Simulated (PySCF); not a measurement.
# TlBr3 at several levels of theory

Computed with PySCF 2.14.0 (density fitting, no spin-orbit coupling) at the geometry relaxed with B3LYP:

```xyz
4
TlBr3 (singlet)
Tl    0.0000    0.0000    0.0000
Br    2.5591    0.0000    0.0000
Br   -1.2795    2.2163    0.0000
Br   -1.2796   -2.2163    0.0000
```

```json
{"level": "B3LYP", "basis": "Tl def2-SVP with ECP60, Br def2-SVP", "state": "singlet", "HOMO (eV)": "-8.29", "gap (eV)": "3.88", "charge on Tl1 (e)": "0.56", "dipole about the centre of mass (D)": "0.00", "largest force component (eV/Å)": "0.01"}
{"level": "r2SCAN", "basis": "the same", "state": "singlet", "HOMO (eV)": "-7.70", "gap (eV)": "2.72", "charge on Tl1 (e)": "0.61", "dipole about the centre of mass (D)": "0.00", "largest force component (eV/Å)": "0.20"}
{"level": "B3LYP", "basis": "Tl def2-TZVP with ECP60, Br def2-TZVP", "state": "singlet", "HOMO (eV)": "-8.49", "gap (eV)": "3.93", "charge on Tl1 (e)": "0.81", "dipole about the centre of mass (D)": "0.00", "largest force component (eV/Å)": "0.23"}
{"level": "B3LYP", "basis": "Tl x2c-SVPall, Br x2c-SVPall", "state": "singlet", "HOMO (eV)": "-8.23", "gap (eV)": "3.80", "charge on Tl1 (e)": "0.70", "dipole about the centre of mass (D)": "0.00", "largest force component (eV/Å)": "0.19"}
```

Charges are Mulliken's, which hang on the basis. The relaxation used the grid (50, 194), these runs (75, 302) or, all-electron (x2c bases, spin-free X2C Hamiltonian), (99, 590).

Q: A further run in the first row's basis gives HOMO (eV) -7.29, gap (eV) 2.39, charge on Tl1 (e) 0.49, dipole about the centre of mass (D) 0.00, largest force component (eV/Å) 0.03. Which level was it?
A. PBE
B. CAM-B3LYP
C. M06-L

A: A. The others give HOMO -7.61 eV (M06-L); -9.89 eV (CAM-B3LYP).

In the first row's basis the gap widens with exact exchange: 2.4 to 2.9 eV for PBE, r2SCAN, M06-L (none); 3.9 eV for B3LYP (a fixed share); 6.6 eV for CAM-B3LYP (rising or full at long range).
